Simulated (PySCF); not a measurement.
**Si2BCl5O3**

Si2BCl5O3 is a molecule drawn as a unit of a network glass or zeolite (built as: B3 Si Si, Cl ends, O bridges), neutral, singlet. The structure was relaxed in the gas phase by PBE0-D3(BJ)/def2-SVP. No frequency run checks that it is a minimum.

SMILES: ClB1O[Si](Cl)(Cl)O[Si](Cl)(Cl)O1

Coordinates in Å:
```
Cl1     2.159   -1.556    1.826
Si2     0.331   -0.853    1.317
Cl3    -1.020   -1.248    2.772
O4      0.405    0.770    1.038
Si5     0.028    1.556   -0.362
Cl6    -1.538    2.803   -0.060
Cl7     1.637    2.580   -1.039
O8     -0.394    0.393   -1.460
B9     -0.462   -0.958   -1.286
Cl10   -0.955   -1.958   -2.636
O11    -0.160   -1.557   -0.099
```

Shieldings: GIAO PBE0/pcSseg-1. Shifts are against computed references at the same level: Si TMS (σ 352.0 ppm). Core levels by delta-SCF with SCAN, pcX-2 on the ionised atom and pcseg-1 elsewhere, spin-free X2C (2p3/2 is the spin-free 2p value less a third of a first-order spin-orbit splitting); from the vacuum level, for chosen atoms.

Question: Give the shieldings and core levels atom by atom.

Answer: 
| atoms | bonded to | σ (ppm) | δ (ppm) | core level (eV) |
| --- | --- | --- | --- | --- |
| Cl1 Cl7 | 1 Si | 832.6 | - | 2p3/2 207.10 |
| Si2 Si5 | 2 Cl + 2 O | 389.2 | -37.3 | 2p3/2 110.37 |
| Cl3 Cl6 | 1 Si | 831.6 | - | - |
| O4 | 2 Si | 187.3 | - | - |
| O8 O11 | 1 B + 1 Si | 158.9 | - | 1s 539.68 |
| B9 | 1 Cl + 2 O | 77.4 | - | 1s 199.72 |
| Cl10 | 1 B | 839.6 | - | 2p3/2 206.66 |

Values are those of this one static structure; atoms that internal rotation interchanges would show their mean in an NMR spectrum.

Question: By CAM-B3LYP/def2-SVPD (TDDFT singlets, Tamm-Dancoff triplets, ionisation by delta-SCF), where does absorption start, and what does vertical ionisation take?

Answer: The first singlet with intensity lies at 8.09 eV (f 0.031); what lies below it is dark. The lowest singlet lies at 7.72 eV (f 0.000), the strongest of the first 6 at 8.35 eV (f 0.033), the lowest triplet at 7.56 eV; vertical ionisation takes 11.89 eV.

The 3 runs behind this took 13 min in all, one thread each of Arm Neoverse V1 on a shared host, launched as `OMP_NUM_THREADS=1 python cluster_run.py task.json out`.
